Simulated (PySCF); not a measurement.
SbCl₂, SMILES [Cl][Sb+][Cl] (connectivity only; charge and spin as stated), charge +1, multiplicity 1.

Geometry: ωB97X-D3(BJ)/def2-TZVP. The multiplicity is an assumed one; other spin states were not compared. The isomer is the one that the SMILES or the coordinates give; other isomers of the formula were not compared. The def2 effective core potentials stand for the cores of Sb; spin–orbit coupling is left out.

Computed with PySCF with ωB97X-D3(BJ)/def2-TZVP.

Frequencies are harmonic and unscaled.

### Question
List the normal modes with their intensities. (An estimate is asked for; the answer gives what the named calculation found.)

### Answer

| mode | ν (cm⁻¹) | IR (km/mol) | moving atoms (share of kinetic energy) |
|---|---|---|---|
| 1 | 152 | 2.7 | Cl 83 %, Sb 17 % |
| 2 | 448 | 83.6 | Cl 75 %, Sb 25 % |
| 3 | 461 | 28.5 | Cl 80 %, Sb 20 % |
